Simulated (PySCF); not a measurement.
Species: C₅H₅F₃N (doublet state).
Z-matrix (Å and degrees, GFN2-xTB geometry), rows numbered from 1:
```
C 
C   1  1.4835
C   2  1.3545  1  123.73
N   3  1.3087  2  145.47  1    -0.15
C   3  1.4530  2  150.79  1  -179.98
C   2  1.5017  1  118.65  3   179.90
F   6  1.3376  2  112.78  1    -0.04
F   6  1.3479  2  112.35  1  -120.48
F   6  1.3479  2  112.38  1   120.42
H   1  1.0918  2  110.39  3   121.29
H   1  1.0856  2  109.79  3     0.09
H   1  1.0918  2  110.33  3  -121.06
H   5  1.0841  3  120.08  4  -103.31
H   5  1.0840  3  120.09  4   103.24
```

The hyperfine couplings belong to this conformer and change with its torsions.

Identity: `C1C(=N1)[C](C)C(F)(F)F` [radical].

Theory: UKS B3LYP, pcH-1 on C F H N, non-relativistic, mean-field spin-orbit, GIAO (PySCF). Isolated species at its GFN2-xTB geometry (one conformer only). Couplings are sensitive to structure, and on GFN2-xTB geometries they can be far from those on DFT ones. No stability test was run, so a lower SCF solution isn't excluded. ⟨S²⟩ is 0.779 where a pure state has 0.75.

Problem. The isotropic 13C couplings are +54.6, -52.4, -25.7, -19.8, -10.8 MHz. Assign them to C1; C2; C3; C5; C6.

Solution. 
```
site  a_iso (MHz)  ρ(0) (bohr⁻³)                 position  distance from C2 (Å)  spin population  largest |T| (MHz)
  C1        -19.8        -0.0176           1 bond from C2                  1.48            -0.04                2.1
  C2        +54.6        +0.0486  largest spin population                  0.00            +0.61              100.6
  C3        -52.4        -0.0466           1 bond from N4                  1.35            -0.22               31.8
  C5        -10.8        -0.0096           1 bond from N4                  2.72            -0.02                2.5
  C6        -25.7        -0.0229           1 bond from C2                  1.50            -0.02                1.5
```

Problem. The isotropic 1H couplings, averaged over equivalent nuclei, are +50.3, +40.2 MHz. Assign them to H10/H11/H12; H13/H14.

Solution. 
| site | a_iso (MHz) | ρ(0) (bohr⁻³) | position | distance from C2 (Å) | bound to | spin population there | largest \|T\| (MHz) |
| --- | --- | --- | --- | --- | --- | --- | --- |
| H10/H11/H12 | +50.3 | +0.0112 | 2 bonds from C2 | 2.12 | C1 | -0.04 | 5.4 |
| H13/H14 | +40.2 | +0.0090 | 2 bonds from N4 | 3.34 | C5 | -0.02 | 5.7 |

ρ(0) is the spin density at the nucleus and T the dipolar tensor; entries for several nuclei are means. The Mulliken spin populations are largest on C2 (+0.61), N4 (+0.58) and C3 (-0.22). The positive populations add up to 1.31 and the negative ones to -0.31, together 2S = 1. The angles at C2 add up to 360.0°, so it is planar. Main spin sites, with 60 % or more of the largest population: C2, N4; positions count bonds from the nearest.

Means are taken over nuclei equivalent by connectivity, which assumes that they swap fast. The three 1H nuclei of mean +50.3 MHz run from 1.2 to 74.9 MHz in the frozen geometry. The three 19F nuclei of mean +42.7 MHz run from -5.4 to 66.7 MHz in the frozen geometry.
